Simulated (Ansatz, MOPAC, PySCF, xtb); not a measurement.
Lewis adduct: AlH3 (SMILES [AlH3]) (first 4 atoms) with CH4O (SMILES CO); geometry from B3LYP-D3(BJ)/def2-TZVP.
(charge 0, multiplicity 1):
```xyz
10

Al    -0.934    -0.210     0.663
H     -1.004    -1.797     0.738
H     -0.200     0.498    -0.562
H     -2.127     0.592     1.361
C      0.283    -0.126     3.402
O      0.516     0.122     1.997
H      1.229    -0.085     3.938
H     -0.135    -1.127     3.463
H     -0.428     0.597     3.802
H      0.957     0.969     1.860
```

Counterpoise-corrected where a basis set is named; no monomer relaxation. Rows marked so take none.

Rows in 6-31G* carry no dispersion term and start afresh at each structure (6-31G* with six Cartesian d functions). The state that PM7 reach isn't checked; PM7 holds dispersion and hydrogen-bond terms.

Codes used: Ansatz (a first-principles code); MOPAC for PM7 (differences of heats of formation); PySCF for 6-31G* rows, the dispersion terms; xtb for the GFN methods. Values without a source in brackets are computed.

Task: One of these levels gives -27.20 kcal/mol for the interaction energy. Which one is it?
A) GFN1-xTB
B) HF/6-31G* (no counterpoise)
C) PM7
D) revPBE-D4/def2-TZVPPD

Result: B, HF/6-31G* (no counterpoise). The others give -14.76 (PM7), -32.03 (GFN1-xTB), -24.78 (revPBE-D4/def2-TZVPPD)
